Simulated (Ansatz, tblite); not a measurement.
Removing and adding an electron: `Sc1cnc(-c2cnc(-c3cnc(-c4cnc(S)s4)s3)s2)s1`. Charge 0, multiplicity 1. Geometry: PBE-D4/def2-SVP. Ansatz, gas phase; energy differences of separate SCF runs; the oxidised species was run as a doublet alone; the reduced species was run as a doublet alone.

The xTB rows come from tblite. Single mean-field runs in def2-TZVP are fitted with def2-universal-jkfit.

```csv
level,−HOMO (eV),vertical IE (eV),−LUMO (eV),vertical EA (eV),HOMO–LUMO gap (eV),IE − EA (eV)
GFN1-xTB,10.49,12.23,8.85,7.03,1.64,5.19
GFN2-xTB,10.37,11.92,8.75,7.10,1.61,4.82
PBE-D4/def2-TZVP,5.05,6.65,3.31,1.74,1.74,4.92
PBE0-D4/def2-TZVP,5.85,6.95,2.75,1.70,3.10,5.26
```

 Raw xTB energy differences between charge states are shifted by several eV; the methods need an empirical correction for them. Sets without diffuse functions give affinities that are too small.
